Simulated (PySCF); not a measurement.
## Fine-structure interval of In(30+) by level of theory

In(30+) [Ar] 3d1 [3d3/2^1, M_J = 3/2] → In(30+) [Ar] 3d1 [3d5/2^1, M_J = 5/2], as a difference of total energies. Calculation: PySCF 2.14, in an even-tempered Gaussian basis (16 s from 4.9 bohr⁻², ratio 2.8; 12 p from 6.4 bohr⁻², ratio 2.8; 8 d from 6.4 bohr⁻², ratio 2.8; 3 f from 19 bohr⁻², ratio 3); the two-component X2C-1e Hamiltonian. Correlated levels: [Ne] frozen; the 74 highest virtual spinors dropped. "Screened" scales the spin-orbit matrix elements by Boettger's factors to mimic the two-electron term; Breit and QED terms are absent.

| method | fine-structure interval (cm⁻¹) |
| --- | --- |
| GHF (screened spin-orbit) | 83878 |
| GMP2 (screened spin-orbit) | 83801 |
| GHF (bare spin-orbit) | 105450 |
